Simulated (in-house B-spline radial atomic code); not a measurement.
Inner levels of rubidium as electrons are removed. A shift is the extra binding of the orbital against the neutral atom ([Kr] 5s1). The density at the nucleus is averaged over the nuclear charge. Computed with a radial B-spline atomic code at the basis-set limit: Dirac-Hartree-Fock, jj configuration that fills j = l - 1/2 first, finite nuclei.

A number in brackets counts the electrons of a j subshell.

```
  ion      configuration  shift of 1s1/2 (eV)  radius of 1s1/2 (bohr)  Σ<r²> (bohr²)  change of density at nucleus (bohr⁻³)
Rb31+  [He] 2s2 2p1/2(2)              2190.68                0.040085        0.11904                                -75.443
Rb32+  [He] 2s2 2p1/2(1)              2414.43                0.040037       0.092825                                 64.939
Rb33+           [He] 2s2              2642.84                0.039987       0.067935                                  207.9
Rb34+           [He] 2s1              2839.91                0.039982       0.035597                               -2626.25
Rb35+                1s2              3039.74                0.039957      0.0042898                               -5564.51
Rb36+                1s1              3681.87                0.039537      0.0020975                               -29138.3
```
